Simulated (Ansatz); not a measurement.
One change: `CC[O][Zr]([Cl])([O]CC)[O]CC` becomes `CC[O][Ti]([Cl])([O]CC)[O]CC`.

Ansatz, PBE0-D4/def2-TZVP geometries, multiplicity 1. Each molecule was computed in one conformer, which needn't be the lowest.

Elements past krypton have def2 core potentials. Scalar relativity is left out up to krypton.

| property | `CC[O][Zr]([Cl])([O]CC)[O]CC` |
| --- | --- |
| LUMO energy (PBE/def2-TZVPP) / eV | -0.79 |
| LUMO energy (PBE0/def2-TZVPP) / eV | -0.01 |
| HOMO energy (B3LYP/def2-TZVPP) / eV | -7.69 |
| HOMO–LUMO gap (PBE/def2-TZVPP) / eV | 5.64 |
| LUMO energy (ωB97M-V/def2-TZVPP) / eV | 1.03 |
| LUMO energy (B3LYP/def2-TZVPP) / eV | -0.24 |

(1) What does the change do to each property? (Best estimate.)

Answers

(1) Computed: 
```csv
property,`CC[O][Ti]([Cl])([O]CC)[O]CC`,shift
LUMO energy (PBE/def2-TZVPP) / eV,-2.03,-1.24
LUMO energy (PBE0/def2-TZVPP) / eV,-1.13,-1.12
HOMO energy (B3LYP/def2-TZVPP) / eV,-7.74,-0.05
HOMO–LUMO gap (PBE/def2-TZVPP) / eV,4.50,-1.14
LUMO energy (ωB97M-V/def2-TZVPP) / eV,1.03,0.00
LUMO energy (B3LYP/def2-TZVPP) / eV,-1.39,-1.15
```

With PBE0 the HOMO falls by 0.09 eV and the LUMO falls by 1.12 eV, so the gap narrows by about 1.03 eV. PBE moves the HOMO by -0.11 eV and ωB97M-V by -0.01 eV.

B3LYP here is the variant with VWN-RPA as its local correlation; programs differ in this.
